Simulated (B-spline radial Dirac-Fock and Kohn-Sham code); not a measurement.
Electron momentum distribution of Os⁴⁺: Compton profiles

System: osmium as Os⁴⁺ in the configuration [Xe] 4f14 5d2 6s2 (an excited configuration).

Level of theory: the impulse approximation on relativistic Hartree-Fock (Dirac-Fock) wave functions, averaged over the configuration; a radial B-spline solver. pz is in atomic units of momentum; subshell profiles are per electron, for a selection of subshells; open shells are spread over both j values by their weights.

```
 pz   J total   J 1s1/2   J 3p3/2   J 5p1/2   J 6s1/2
0.4     7.519   0.00979    0.0482     0.252     0.486
0.5     7.199   0.00979    0.0482     0.251     0.356
0.6     6.906   0.00979    0.0482     0.248     0.247
0.8     6.443   0.00979    0.0482     0.238     0.117
  1     6.094   0.00979    0.0482     0.222    0.0767
1.2     5.766   0.00979    0.0482     0.199    0.0728
1.4     5.413   0.00979    0.0482     0.172    0.0699
1.6     5.044   0.00978    0.0482     0.142    0.0590
1.8     4.689   0.00978    0.0481     0.114    0.0437
  2     4.373   0.00978    0.0481    0.0875    0.0292
2.5     3.796   0.00977    0.0478    0.0407   0.00955
  3     3.436   0.00976    0.0474    0.0192   0.00601
  4     2.873   0.00973    0.0458    0.0120   0.00504
  5     2.307   0.00969    0.0430    0.0108   0.00231
  7     1.429   0.00958    0.0345   0.00366  0.000553
 10    0.8071   0.00937    0.0191  0.000982  0.000391
 15    0.3982   0.00888   0.00457  0.000593  5.67e-05
 20    0.2200   0.00825   0.00202  0.000136  4.57e-05
 30   0.08381   0.00676   0.00166  5.54e-05  1.08e-05
 40   0.03880   0.00526  0.000818  3.78e-05  1.87e-06
 60   0.01223   0.00290  0.000141  9.01e-06  1.34e-06
100  0.002469  0.000830  7.24e-06    < 1e-6    < 1e-6
```

Task: What is the peak value J(0), and which subshell contributes most to it?

Result: J(0) = 8.371. The 6s1/2 subshell gives the largest part, 21 %.

Mean momentum ⟨p⟩ by subshell (a.u.): 1s1/2 80.2, 2s1/2 28.7, 2p1/2 37.7, 2p3/2 33.1, 3s1/2 14.4, 3p1/2 17.2, 3p3/2 15.9, 3d3/2 19.1, 3d5/2 18.6, 4s1/2 7.41, 4p1/2 8.31, 4p3/2 7.72, 4d3/2 8.49, 4d5/2 8.28, 4f5/2 8.36, 4f7/2 8.25, 5s1/2 3.11, 5p1/2 3.28, 5p3/2 3.02, 5d3/2 2.79, 5d5/2 2.72, 6s1/2 1.33.

Values without a named source are computed, but for edge energies of neutral atoms, which are taken from tables.
